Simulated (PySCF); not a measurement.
A calculated (PBE0, PySCF 2.14, aug-cc-pVQZ-DK, scalar relativity by spin-free X2C-1e) atom or ion has these occupied shells.

| shell | electrons | orbital energy (eV) | rms radius, mean of both spins (bohr) |
| --- | --- | --- | --- |
| 1s β | 1 | -4906.7 | 0.0804 |
| 1s α | 1 | -4906.7 | 0.0804 |
| 2s α | 1 | -552.17 | 0.352 |
| 2s β | 1 | -551.42 | 0.352 |
| 2p α | 3 | -456.72 | 0.321 |
| 2p β | 3 | -456.07 | 0.321 |
| 3s α | 1 | -70.514 | 1.09 |
| 3s β | 1 | -67.788 | 1.09 |
| 3p α | 3 | -45.589 | 1.20 |
| 3p β | 3 | -42.565 | 1.20 |
| 3d α | 3 | -10.361 | 1.92 |

**Question.** Name the element and its charge.

**Answer.** Ti+ (titanium, charge +1), in [Ar] 3d3, high-spin 4F determinant (an excited configuration).
